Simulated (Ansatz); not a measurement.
The same path of BF2H4N + H2O (11 atoms, charge 0, multiplicity 1) was run twice with different band settings. Lost on the way: B1–H2, H5–N6, H7–O8. Made: H2–H7, H5–O8.

Computed with Ansatz 0.2.0, RKS PBE0-D4/def2-SVP.

Relaxed end points:

```xyz
11
Properties=species:S:1:pos:R:3
B -0.342 -1.054 -0.483
H 0.650 -1.218 -1.186
F -1.472 -1.712 -0.904
F -0.100 -1.261 0.889
H 0.012 1.042 0.005
N -0.705 0.540 -0.559
H 2.146 0.887 1.046
O 1.239 1.040 1.334
H -0.707 0.882 -1.519
H -1.627 0.710 -0.153
H 0.906 0.145 1.528
```

```xyz
11
Properties=species:S:1:pos:R:3
B -1.037 -0.681 -0.208
H 3.284 -1.028 -0.460
F -0.354 -1.410 -1.076
F -1.193 -1.149 1.030
H 0.303 1.213 0.445
N -1.622 0.542 -0.575
H 2.737 -0.578 -0.174
O 1.067 0.794 0.860
H -1.600 0.869 -1.532
H -2.292 1.012 0.019
H 0.707 0.416 1.670
```

Common settings: movable images 5; climbing image yes; optimiser quadratic models (default); start path through a guess of the saddle point; force threshold 0.05 eV/Å; iteration limit 60; end points relaxed.

| run | spring |
| --- | --- |
| 1 | 5.0 eV/Å² |
| 2 | 0.1 eV/Å² |

(1) What does each run give, and how far can it be trusted?

## Answers

(1) Run 1: converged after 33 iterations, highest image 1.307 eV above the first end. A vibrational analysis at the climbing image gives one clearly imaginary mode, 925i cm⁻¹: a first-order saddle point.
Run 2: converged after 27 iterations, highest image 1.304 eV above the first end. The order of the stationary point at the top wasn't checked.
The orbitals stay closed-shell, which can raise the energy where a bond breaks towards radicals; this wasn't checked here.
